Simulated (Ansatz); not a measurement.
Frontier orbitals of `BN(C=C)[SiH2][SiH3]`.

The species carries charge 0 and has multiplicity 1. The geometry is a stationary point of PBE0-D4/def2-TZVP. It is one conformer, not always the lowest. Basis def2-TZVPP, Ansatz.

```tsv
functional	HOMO (eV)	LUMO (eV)	gap (eV)
PBE	-6.06	-1.68	4.38
revPBE	-5.98	-1.58	4.40
B97M-V	-6.27	-1.46	4.81
PBE0	-7.07	-0.72	6.35
HSE06 (plane-wave form)	-6.68	-1.10	5.58
ωB97M-V	-9.24	1.12	10.36
```

Question: What is the vertical ionisation energy at frozen-core CCSD(T)/CBS(def2)? (Best estimate.)

Answer: The calculation gave: 9.19 eV (T1 of the cation 0.022).

A quarter of exact exchange (PBE0) shifts PBE's HOMO by −1.01 eV and its LUMO by +0.96 eV; full exchange at long range (ωB97M-V) shifts them by −3.18 and +2.80 eV. The gap opens from 4.38 to 10.36 eV, since occupied levels lose self-interaction and empty ones feel all the electrons. A positive LUMO is unbound and depends on the basis. −ε(HOMO) differs from that ionisation energy by −3.13 eV with PBE and +0.05 eV with ωB97M-V.
